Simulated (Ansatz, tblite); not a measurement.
Series SiEtX3: gap (eV) at several levels, gas phase, relaxed structures; Ansatz, xTB through tblite. A dash marks a value that wasn't run or was left out as unsound. The structures are stationary points that may keep the symmetry of their start.

```csv
species,state,geometry,GFN1-xTB,GFN2-xTB,PBE-D4/def2-TZVP,r2SCAN-D4/def2-TZVP,B3LYP-D4/6-31G,PBE0-D4/def2-TZVP
SiEt(NCO)3 (C5H5N3O3Si),singlet,r2SCAN-D4/def2-SVP,5.38,4.97,6.30,6.91,–,8.69
SiEt(OAc)3 (C8H14O6Si),singlet,PBE-D4/def2-SVP,4.63,4.44,5.00,5.62,7.20,7.81
SiEt(NMe2)3 (C8H23N3Si),singlet,PBE-D4/def2-SVP,5.96,5.83,4.61,5.39,7.02,6.67
```

(1) Estimate the rows for SiEt(NHMe)3 (C5H17N3Si) (singlet, PBE-D4/def2-SVP geometry).

(1) 
| species | state | geometry | GFN1-xTB | GFN2-xTB | PBE-D4/def2-TZVP | r2SCAN-D4/def2-TZVP | B3LYP-D4/6-31G | PBE0-D4/def2-TZVP |
| --- | --- | --- | --- | --- | --- | --- | --- | --- |
| SiEt(NHMe)3 (C5H17N3Si) | singlet | PBE-D4/def2-SVP | 6.28 | 6.29 | 4.75 | 5.65 | 7.29 | 6.90 |

Over the 3 species that have every level, the mean is 5.63 at GFN1-xTB, 5.52 at GFN2-xTB, 4.79 at PBE-D4/def2-TZVP, 5.56 at r2SCAN-D4/def2-TZVP, 7.17 at B3LYP-D4/6-31G, 7.13 at PBE0-D4/def2-TZVP. Orbital gaps grow with the share of exact exchange and aren't one observable across functionals.
